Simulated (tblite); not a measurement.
Compound: C6H11NOSi.
Atom-mapped SMILES: `[CH3:1][SiH2:2][c:3]1[cH:4][cH:5][c:6]([CH2:7][NH2:8])[o:9]1` (hydrogens: H10, H11, H12 on C1; H13, H14 on Si2; H15 on C4; H16 on C5; H17, H18 on C7; H19, H20 on N8)

Computed with GFN2-xTB (tblite), gas phase: L-BFGS steps from a force-field or distance-geometry start until the largest atomic force falls under 0.01 eV/Å.

Step 1: E = -738.1644 eV
```
atom  x, y, z in Å  |  force x, y, z in eV/Å
C1     -3.5092    0.6984   -0.7989   -0.122  -0.073   0.178
Si2    -2.3879   -0.8068   -0.5574   -0.367  -0.527  -0.159
C3     -0.7258   -0.2028   -0.0429    0.212  -0.237  -0.084
C4     -0.3989    1.0479    0.3879    0.069   0.236   0.182
C5      0.9750    1.0187    0.6637   -0.159  -0.267  -0.229
C6      1.4067   -0.2452    0.3600   -0.138   0.524   0.195
C7      2.8008   -0.7288    0.5161    0.352  -0.330   0.056
N8      3.6238   -0.5379   -0.6640    0.016  -0.469   0.794
O9      0.3825   -1.0069   -0.0679   -0.221   0.697   0.144
H10    -4.5122    0.4357   -0.4332    0.303   0.360  -0.393
H11    -3.1245    1.5171   -0.1894   -0.302  -0.009  -0.207
H12    -3.5416    1.0180   -1.8471   -0.173  -0.066   0.465
H13    -2.2073   -1.5282   -1.8094   -0.072  -0.196  -0.198
H14    -2.9443   -1.6927    0.4779    0.005  -0.007  -0.031
H15    -1.0537    1.8932    0.5219    0.106  -0.240  -0.068
H16     1.5461    1.8296    1.0261    0.451   0.353   0.190
H17     3.2104   -0.1658    1.3674    0.197  -0.113  -0.313
H18     2.7829   -1.7921    0.8176    0.012   0.001  -0.172
H19     3.2393   -0.7801   -1.5500   -0.025   0.178  -0.122
H20     4.4328    0.0394   -0.5912   -0.143   0.187  -0.231
```

Step 2: E = -738.2075 eV
```
atom  x, y, z in Å  |  force x, y, z in eV/Å
C1     -3.5129    0.6987   -0.7958    0.206  -0.206   0.065
Si2    -2.3919   -0.8160   -0.5594   -0.256  -0.250  -0.144
C3     -0.7266   -0.2029   -0.0440    0.091  -0.076  -0.049
C4     -0.3992    1.0498    0.3899    0.014  -0.015   0.062
C5      0.9739    1.0164    0.6610    0.046   0.517   0.084
C6      1.4069   -0.2365    0.3635    0.084  -0.089   0.062
C7      2.8048   -0.7348    0.5193    0.035  -0.045  -0.026
N8      3.6249   -0.5448   -0.6550    0.132  -0.509   0.323
O9      0.3808   -0.9997   -0.0664   -0.085   0.524   0.125
H10    -4.5063    0.4415   -0.4396   -0.052   0.251  -0.233
H11    -3.1293    1.5164   -0.1930   -0.224   0.080  -0.096
H12    -3.5442    1.0168   -1.8396   -0.157  -0.033   0.305
H13    -2.2084   -1.5311   -1.8123   -0.073  -0.213  -0.223
H14    -2.9441   -1.6926    0.4773   -0.034  -0.078   0.032
H15    -1.0520    1.8894    0.5208   -0.004  -0.072  -0.033
H16     1.5526    1.8342    1.0287    0.220   0.071   0.054
H17     3.2131   -0.1677    1.3620    0.251  -0.079  -0.155
H18     2.7831   -1.7915    0.8148   -0.021  -0.179  -0.092
H19     3.2396   -0.7770   -1.5502    0.029   0.221   0.119
H20     4.4301    0.0419   -0.5948   -0.201   0.180  -0.178
```

Problem. Estimate the geometry and energy of step 3. (The exact step hangs on the optimiser's Hessian estimate; all steps are aligned on step 2, rigid shifts and turns removed.)

Solution. E = -738.2570 eV, largest force 0.725 eV/Å
```
atom  x, y, z in Å  |  force x, y, z in eV/Å
C1     -3.5124    0.6949   -0.7907    0.420  -0.280  -0.016
Si2    -2.4013   -0.8321   -0.5648    0.067   0.091  -0.097
C3     -0.7279   -0.2023   -0.0460   -0.151   0.110  -0.019
C4     -0.4001    1.0500    0.3930    0.121  -0.013   0.018
C5      0.9750    1.0289    0.6612    0.117   0.244   0.083
C6      1.4108   -0.2299    0.3689   -0.030   0.119   0.080
C7      2.8086   -0.7424    0.5234   -0.254   0.130  -0.061
N8      3.6300   -0.5642   -0.6404    0.477  -0.482  -0.256
O9      0.3783   -0.9819   -0.0623    0.179  -0.020   0.028
H10    -4.5012    0.4536   -0.4522   -0.461   0.075  -0.010
H11    -3.1398    1.5174   -0.1992   -0.070   0.173   0.071
H12    -3.5507    1.0148   -1.8244   -0.088   0.024  -0.036
H13    -2.2115   -1.5393   -1.8207   -0.082  -0.214  -0.216
H14    -2.9448   -1.6944    0.4773   -0.089  -0.174   0.112
H15    -1.0503    1.8838    0.5189   -0.157   0.129   0.005
H16     1.5642    1.8398    1.0324    0.110   0.062   0.023
H17     3.2220   -0.1717    1.3524    0.296  -0.033   0.075
H18     2.7828   -1.7950    0.8095   -0.067  -0.320   0.015
H19     3.2411   -0.7680   -1.5463   -0.001   0.224   0.278
H20     4.4220    0.0487   -0.6027   -0.336   0.155  -0.077
```

The energy changes by -0.0495 eV. The first-order estimate −F·Δx gives -0.0748 eV and the mean of the old and new forces, exact on a quadratic surface, -0.0494 eV. The step makes an angle of 24° with the force vector and moves no atom by more than 0.025 Å.

The cost below is that of the whole relaxation. Hardware: an Intel Xeon at 2.50 GHz with one thread, shared host. Cost: 3.1 s.
